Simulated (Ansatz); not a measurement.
Consider the ligand exchange at a Zr–Cl bond: `[NH2][Zr]([NH2])([F])[Cl]` + H–F → `[NH2][Zr]([NH2])([F])[F]` + HCl.

Computed with Ansatz on PBE0-D4/def2-TZVP structures; ΔE is electronic, products minus reactants. CCSD(T)/CBS adds triple-zeta CCSD(T) − MP2 to the extrapolated MP2 energy (def2 sets, frozen cores). This one scheme is used for every species. Functionals use def2-TZVPP. def2 core potentials past Kr. For Zr outer-core shells are correlated without core-valence functions, which leaves a few kJ/mol of doubt a bond. One conformer a species, not always the lowest.

`[NH2][Zr]([NH2])([F])[Cl]`:

Z-matrix (Å, degrees):
```
Zr
N 1 2.019
F 1 1.909 2 108.9
N 1 2.014 2 105.9 3 -119.5
Cl 1 2.375 2 108.7 3 122.1
H 2 1.010 1 126.5 3 125.0
H 2 1.012 1 124.6 3 -54.8
H 4 1.012 1 126.2 2 104.0
H 4 1.012 1 124.7 2 -83.7
```

H–F:

Cartesian coordinates in Å:
```
F 0.104 0.027 0.447
H -0.104 -0.027 -0.447
```

`[NH2][Zr]([NH2])([F])[F]`:

```xyz
9

N    -1.530    0.157    0.709
Zr    0.292   -0.606    0.248
N     1.131    0.690   -1.060
F     1.332   -0.729    1.854
F     0.055   -2.330   -0.556
H    -1.927    1.012    0.346
H    -2.193   -0.265    1.346
H     1.749    1.454   -0.818
H     1.090    0.618   -2.068
```

HCl:

Z-matrix (Å, degrees):
```
Cl
H 1 1.279
```

Q: Is it downhill or uphill in electronic energy at CCSD(T)/CBS, and by how much? (Estimate.)

A: Ansatz gave: Downhill: ΔE = -1.2 kcal/mol.

Q: What do these levels give: revPBE-D4, PBE0-D4, MP2/def2-SVP, CCSD(T)/def2-SVP, SCS-MP2/def2-TZVPP, SCS-MP2/def2-QZVPP? (Estimate.)

A: Computed: revPBE-D4 -3.1, PBE0-D4 -1.6, MP2/def2-SVP -4.6, CCSD(T)/def2-SVP -5.3, SCS-MP2/def2-TZVPP -1.9, SCS-MP2/def2-QZVPP -1.6 kcal/mol.

Largest T1 diagnostic among the species: 0.017.

The D4 term adds +1.2 kcal/mol with B3LYP and +0.7 kcal/mol with PBE0; it sums over pairs of atoms, weighted by their polarisabilities, and B3LYP, whose exchange is more repulsive, gets the larger term. Leaving LDA and LC-ωPBE aside and taking each functional with its dispersion term where it has one, the values, not all of them listed here, spread over 3.6 kcal/mol, from CAM-B3LYP-D4 to PBE-QIDH. LDA lies +0.7 kcal/mol from PBE without D4.

B3LYP here is the variant with VWN-RPA as its local correlation; programs differ in this.
